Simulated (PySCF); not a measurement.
Computed with B3LYP-D3(BJ)/def2-TZVP // PBE0-D3(BJ)/def2-TZVP in PySCF. Gas-phase values, no solvent. One relaxed conformer stands for a flexible species; it need not be the lowest. B3LYP has the VWN-RPA correlation part, as in Gaussian. Excitations are Tamm–Dancoff values on a coarser integration grid. The basis has no diffuse functions, so Rydberg states are missing or too high.

Reference species (SMILES): `C#C/C=C/C` (neutral, multiplicity 1).

```json
{
  "S1–T1 gap (TDA)": "1.93 eV",
  "S1 excitation (TDA)": "5.40 eV",
  "T1 excitation (TDA)": "3.47 eV"
}
```

Changed species: `C#CCC=C`.

Task: Predict the effect on the S1–T1 gap (TDA), S1 excitation (TDA) and T1 excitation (TDA).

Result: the S1–T1 gap (TDA) drops by 0.14 eV, to 1.79 eV; the S1 excitation (TDA) goes up by 0.91 eV, to 6.31 eV; the T1 excitation (TDA) rises by 1.05 eV, to 4.52 eV.
